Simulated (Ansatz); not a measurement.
Energy needed to pull apart CH2FNSi, singlet, into free ground-state atoms, from the structure below (displaced at random from a GFN2-xTB minimum); no zero-point or spin–orbit terms; open-shell atoms are treated unrestricted, in their ground-state multiplicity.

```xyz
6
angstrom
N 0.1371 1.1572 0.2124
C -0.2734 -0.0378 -0.0670
Si 0.3621 -1.6437 -0.1537
F -0.6982 -2.7928 -0.6338
H 0.4695 1.8159 -0.4815
H 0.0252 1.5668 1.1133
```

Ansatz 0.2.0; basis: def2-TZVPP; cores frozen in the correlated methods.

```tsv
method	atomization energy (eV)
PBE-D4	?
r2SCAN-D4	22.76
PBE0-D4	22.72
HSE06-D4	22.75
BHLYP-D4	21.46
wB97M-V	22.81
HF	?
MP2	22.32
CCSD	21.15
CCSD(T)	21.75
```

Question: What does PBE-D4 give? (To be estimated.)

Answer: By the calculation: 23.79 eV, which is about 2.04 eV more than CCSD(T)/def2-TZVPP.

Question: What does HF give? (To be estimated.)

Answer: The calculation gives: 14.38 eV, which is about 7.37 eV less than CCSD(T)/def2-TZVPP.

In triple zeta the MP2 and coupled-cluster atomization energies are still short of their basis limit by a few kcal/mol a bond, whereas those of the functionals are nearly converged, so these differences are not deviations from converged CCSD(T).

T1 diagnostic: at most 0.026. The T1 diagnostic is large here, which may signal multireference character or strong orbital relaxation, so CCSD(T) is less sure. The restricted Hartree–Fock reference is unstable towards an unrestricted one here.

For scale, one of the runs: CCSD(T)/def2-TZVPP forces, 163 basis functions (an equivalent command: `ansatz run in.yaml --threads 4`). Time: 90 s of wall clock on 4 CPU threads; the host was shared. Peak host memory: 2.4 GiB.
